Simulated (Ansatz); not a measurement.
Coupled-cluster diagnostics for the cluster Be2S2⁻, Ansatz.

Geometry of the doublet (PBE0-D4/def2-TZVPD):

Cartesian coordinates in Å:
```
Be -0.297 0.053 1.595
Be 1.120 0.056 -1.175
S -0.522 1.004 -0.268
S -0.301 -1.113 -0.152
```

Correlated methods freeze 10 core orbitals. Another isomer (doublet) lies 4.38 eV lower at PBE0-D4/def2-TZVPD; other spin states weren't run for this one.

Estimate the CCSD(T) correlation energy, the shares of MP2 and (T), T1 and the reference's ⟨S²⟩ for: charge -1, doublet, own geometry in def2-TZVPPD; and the rough time on 4 threads of Arm Neoverse V2 on a shared host.


```json
{"state": "charge -1, doublet, own geometry", "basis": "def2-TZVPPD", "correlation (eV)": "-15.145", "MP2 share (%)": "85.8", "(T) share (%)": "5.8", "T1": "0.084", "⟨S²⟩ (pure)": "1.27 (0.75)", "wall time": "32 s", "remarks": "large T1, spin-contaminated"}
```
Customary marks for T1 are 0.02 (closed shells), 0.045 (open shells) and about 0.05 (3d metals). T1 exceeds 0.02 in 1 of 1 rows and 0.045 in 1; the higher it lies, the less the single-reference result can be trusted.
